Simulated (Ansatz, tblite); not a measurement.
Spin states of TiSi6⁺ (the lowest doublet isomer of a short search), each relaxed with PBE0-D4/def2-SVP in Ansatz. Electronic energies in the gas phase.

The xTB rows come from tblite. The structure comes from a short search, and lower isomers may exist.

Doublet geometry (Cs within 0.1 Å):

Cartesian coordinates in Å:
```
Ti -0.109 1.628 -1.128
Si -1.145 -2.207 0.386
Si 0.618 -0.747 1.024
Si 1.997 0.374 -0.558
Si -1.565 0.204 0.286
Si -0.104 -0.841 -1.365
Si 0.307 1.590 1.354
```

Quartet geometry (Cs within 0.1 Å):

```tsv
atom	x (Å)	y (Å)	z (Å)
Ti1	0.503	-1.839	-1.085
Si2	0.967	2.282	0.476
Si3	-0.908	0.848	0.871
Si4	-1.743	-0.478	-0.964
Si5	1.384	-0.104	0.691
Si6	0.288	0.777	-1.310
Si7	-0.490	-1.486	1.323
```

Run but left out: HF/STO-3G, HF/def2-SVP, HF/def2-TZVP, LC-ωPBE/def2-TZVP, MP2/def2-SVP, MP2/def2-TZVP, CCSD/def2-SVP, CCSD(T)/def2-SVP (doublet: ⟨S²⟩ 1.23 to 1.87, where a pure state has 0.75).

Only these spin states were relaxed. Higher spins weren't run and may lie lower.

| level | quartet − doublet (kJ/mol) | lowest of these | remarks |
| --- | --- | --- | --- |
| GFN2-xTB | 70.5 | doublet | – |
| PBE-D4/def2-TZVP | 45.4 | doublet | – |
| revPBE-D4/def2-TZVP | 41.2 | doublet | – |
| r2SCAN-D4/def2-TZVP | 28.3 | doublet | spin-contaminated (⟨S²⟩ 0.90) (doublet) |
| PBE0-D4/def2-TZVP | 11.9 | doublet | spin-contaminated (⟨S²⟩ 0.94) (doublet) |

| state | donor atoms | mean metal–ligand distance (Å) | range (Å) | Mulliken spin on the metal (PBE0) |
| --- | --- | --- | --- | --- |
| doublet | 5 | 2.656 | 2.48–3.29 | 1.19 |
| quartet | 4 | 2.631 | 2.63–2.63 | 2.22 |

⟨S²⟩ at PBE0-D4/def2-TZVP: doublet 0.94 (pure 0.75), quartet 3.86 (pure 3.75).

Change of the quartet − doublet gap on mixing in exact exchange, in kJ/mol: PBE to PBE0 (25 % exact exchange) -33.5.

The xTB methods have no term that favours high spin, so they put low spin too low.
